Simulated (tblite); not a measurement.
C4H9O3Si, doublet, at a GFN2-xTB geometry; GFN1-xTB (tblite).

tblite was given this input:
```
$ tblite run mol.xyz --method gfn1 --charge 0 --spin 1 --grad --json tblite.json --no-restart

# file mol.xyz
17

C     -1.16378327     2.32077789    -0.05444850
C     -0.20918460     1.61039233     0.46448743
Si     0.17195920    -0.25332511    -0.23780180
O      0.23081552    -0.04888493    -1.75200223
O     -1.03336833    -0.98953057     0.58055555
C     -2.35345598    -0.98209564     0.15310211
O      1.42126644    -0.66730468     0.71372810
C      2.75347124    -0.53276168     0.33469852
H     -1.42283444     3.29964269     0.33355655
H     -1.73379526     1.99095718    -0.90701580
H      0.43190449     1.84288055     1.29258962
H     -2.42452562    -1.17284166    -0.91923206
H     -2.88925905    -1.75808322     0.70236234
H     -2.81735583    -0.01255099     0.36673452
H      3.33276586    -1.29381403     0.86055344
H      3.12893806     0.45592086     0.61599108
H      2.87473949    -0.65767598    -0.74160333
```

The log (banner, timings and long lists left out):

```
xTB calculator
 | screened Coulomb repulsion
 | Coulomb electrostatics
 |  * isotropic Klopman-Ohno-Mataga-Nishimoto electrostatics
 |  * onsite third-order electrostatics
 | DFT-D3(BJ) dispersion correction

halogen bonding energy    0.0000000000000E+00 Eh
repulsion energy          3.0235817514676E-01 Eh
dispersion energy        -6.9343252336701E-03 Eh
number of electrons       4.7000000000000E+01 e
integral cutoff           2.8146159136829E+01 bohr

------------------------------------------------------------
  cycle        total energy    energy error   density error
------------------------------------------------------------
      1     -28.79777498491  -2.9093199E+01   6.6401406E-01
      2     -29.28275795224  -4.8498297E-01   3.5927096E-01
      3     -29.24847205866   3.4285894E-02   1.8939905E-01
      4     -29.29126348447  -4.2791426E-02   7.9918347E-02
      5     -29.32418172064  -3.2918236E-02   2.6848638E-02
      6     -29.32837504225  -4.1933216E-03   8.6355232E-03
      7     -29.32877504260  -4.0000035E-04   3.2334214E-03
      8     -29.32883524025  -6.0197647E-05   3.9445594E-04
      9     -29.32883227720   2.9630441E-06   7.1598451E-04
     10     -29.32883482018  -2.5429799E-06   3.1763256E-04
     11     -29.32883539218  -5.7200025E-07   3.7875706E-05
     12     -29.32883539639  -4.2010129E-09   1.9083567E-05
------------------------------------------------------------

electronic energy        -2.9624259246298E+01 Eh
total energy             -2.9328835396385E+01 Eh

Post processing:
 | Mayer-Wiberg bond orders

[Info] Tight-binding results written to 'tblite.txt'
[Info] JSON dump of results written to 'tblite.json'
```
